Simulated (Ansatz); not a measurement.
Calculated with Ansatz (gas phase, PBE0-D4/def2-TZVP geometries, no zero-point term in ΔE). CBS: MP2 limit from def2 TZ/QZ plus the TZ coupled-cluster correction, frozen cores. This one scheme is used for every species. DFT in def2-TZVPP. Each species was taken in one conformer, which may not be the lowest.

Consider the hydrogenolysis of the Si–Si bond: `C=C[SiH2][SiH2]O` + H₂ → `C=C[SiH3]` + silanol.

CCSD(T)/CBS gives -6.0 kcal/mol.

(1) Another level gave -5.4 kcal/mol. Which?
A. PBE-D4/def2-TZVPP
B. SCS-MP2/def2-TZVPP
C. CCSD(T)/def2-TZVPP
D. PBE0/def2-TZVPP

Largest T1 diagnostic among the species: 0.012.

## Answers

(1) D. PBE0 -5.4, SCS-MP2/def2-TZVPP -8.4, PBE-D4 -2.1, CCSD(T)/def2-TZVPP -6.7 kcal/mol.

The D4 term adds +2.8 kcal/mol with B3LYP and +1.6 kcal/mol with PBE0; it sums over pairs of atoms, weighted by their polarisabilities, and B3LYP, whose exchange is more repulsive, gets the larger term. In def2-TZVPP, CCSD(T) changes the Hartree–Fock value by +7.1 kcal/mol (the triples alone add +1.3 kcal/mol) and MP2 by +7.2 kcal/mol.

B3LYP here is the variant with VWN-RPA as its local correlation; programs differ in this.
